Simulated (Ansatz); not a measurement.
B2O3, relaxed as a singlet with RKS PBE-D4/def2-SVP in Ansatz, starting from the GFN1-xTB geometry. Force threshold 0.02 eV/Å.

The structure comes from a short search, and lower isomers may exist.

Start:

```xyz
5

B    -0.115   -0.991   -2.208
B     0.191    0.451    1.147
O    -0.356   -0.395   -1.204
O     1.043    0.444    1.997
O    -0.763    0.491    0.267
```

Estimate the energy that the relaxation releases and the steps that it takes.

0.48 eV, in 8 steps; 3.2 s on 4 threads of Arm Neoverse V2 on a shared host. No frequencies were taken in this run, so the end may be a saddle point.

Does the start keep its bonding and symmetry?

Bonds lost: O3–O5 (atoms count from 1). The end holds 2 separate pieces. Point group Cs at the start, Cs at the end, both within 0.05 Å.

Predict the relaxed structure.


```
atom   x (Å)   y (Å)   z (Å)
  B1  -0.083  -1.073  -2.352
  B2   0.141   0.499   1.199
  O3  -0.272  -0.475  -1.281
  O4   1.116   0.402   1.981
  O5  -0.903   0.647   0.453
```
Bond lengths: 3 × B–O 1.24 to 1.29 Å.
